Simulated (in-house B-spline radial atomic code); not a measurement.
## The neodymium ion Nd⁴⁶⁺: [Ne] 3s2 3p2 (with a hole in an inner shell)

All numbers are computed (Dirac-Hartree-Fock, average of configuration; Fermi nucleus of rms radius 4.9123 fm) with an all-electron radial atomic-structure program (B-spline basis), not measured.

Effective charges: Z_r = [3n² - l(l+1)]/(2<r>) from the radius, Z_e = n√(-2ε) from the energy, and Slater's rules. Values are occupation-weighted means over j. An effective charge above Z reflects the relativistic contraction of the inner shells.

```csv
shell,electrons,ε (eV),<r> (bohr),Z_r,Z_e,Slater
1s,2,-46931,0.02361,63.53,58.73,59.70
2s,2,-10143,0.09879,60.73,54.61,55.85
2p,6,-9411.3,0.087,57.47,52.60,55.85
3s,2,-4020.6,0.2405,56.13,51.57,50.15
3p,2,-3810.1,0.2335,53.53,50.20,50.15
```

The least bound orbital is 3p3/2 at -3765 eV, while the most diffuse is 3s1/2 (<r> = 0.2405 bohr against 0.2365 bohr): energy order and size order differ.

Spin-orbit splittings of the orbital energies (j = l + 1/2 above j = l - 1/2 when positive): 2p 537.2 eV, 3p 136.3 eV.

For the 1s electron the small component carries 4.96 % of the norm, the zero-frequency Breit interaction raises the level by 119.1 eV, self-energy by 72.04 eV, and vacuum polarisation lowers it by 11.06 eV.

The density falls to 0.001 bohr⁻³ at 0.6801 bohr; Σ<r²> = 0.33772 bohr² gives, by the non-relativistic formula and without the paramagnetism of open shells, a Langevin diamagnetic susceptibility of -0.2675×10⁻⁶ cm³/mol.
